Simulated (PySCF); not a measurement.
SnHF + Cl₂ → SnCl₂ + HF

Level: PBE0 in the def2-TZVP basis family, computed in PySCF with density fitting; scalar-relativistic core potentials for atoms from Rb on, none lighter, no spin–orbit coupling; open shells unrestricted.

```csv
species,state and structure,E (Eh),ZPE (kJ/mol),H(298 K) − H(0) (kJ/mol),S° (J/(mol K))
SnHF,"singlet, Cs, Sn–F 1.945 Å, Sn–H 1.785 Å; F–Sn–H 93.3°",-314.71496,17.4,10.8,262.1
Cl₂,"singlet, D∞h, Cl–Cl 1.982 Å",-920.08940,3.5,9.1,222.5
SnCl₂,"singlet, C2v, Sn–Cl 2.363 Å (×2); Cl–Sn–Cl 98.6°",-1134.54929,4.9,13.6,305.7
HF,"singlet, C∞v, H–F 0.920 Å",-100.39188,24.9,8.7,173.6
```

Question: What is the electronic reaction energy?

Answer: At PBE0/def2-TZVP, ΔE = -359.2 kJ/mol from the differences of the total energies times 2625.5, downhill. Chlorination of this kind underlies dry etching.

Question: Add zero-point, thermal and entropy terms for 298.15 K and 1 bar.

Answer: ΔZPE = 8.9 and Δ[H(298) − H(0)] = 2.4 kJ/mol give ΔH° = -347.9 kJ/mol. ΔS° = -5.3 J/(mol K), so ΔG° = -347.9 − 298.15 × (-0.0053) = -346 kJ/mol.

Only the bonding shown was studied: isomers, or loss of a ligand pair, can lie lower.
